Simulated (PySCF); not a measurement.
Tc⁺ (technetium, charge +1) across methods

[Kr] 4d6, high-spin 5D determinant (an excited configuration). All numbers are calculated (PySCF 2.14, a scalar-relativistic core potential, in def2-TZVPPD with the def2 core potential (28 electrons)). The B2PLYP total includes its PT2 part (frozen core); its orbital energies are those of the SCF part.

```
method  E (hartree)  mean ε 4p β (eV)  mean ε 4d α (eV)  mean ε 4d β (eV)  Σ⟨r²⟩ (bohr²)   ⟨S²⟩
B2PLYP     -80.2530           -53.896           -15.278           -12.552          34.34  6.003
 M06-L     -80.4661           -49.278           -12.160           -10.016          33.96  6.006
r2SCAN     -80.4562           -49.812           -12.704           -10.126          34.47  6.004
   PBE     -80.4342           -49.102           -12.455           -10.196          34.82  6.001
   M06     -80.3993           -51.325           -13.678           -11.583          34.27  6.003
   UHF    -79.85361           -57.637           -17.806           -14.228          33.95  6.005
 TPSSh     -80.4021           -50.177           -12.925           -10.674          34.53  6.002
  PBE0     -80.4218           -51.510           -13.934           -11.423          34.43  6.002
```

Q: Estimate the same row for LDA.

A: E (hartree) = -80.2270; mean ε 4p β (eV) = -49.253; mean ε 4d α (eV) = -12.634; mean ε 4d β (eV) = -10.286; Σ⟨r²⟩ (bohr²) = 35.11; ⟨S²⟩ = 6.001.

Energies and moments cover only the electrons outside the core potential.
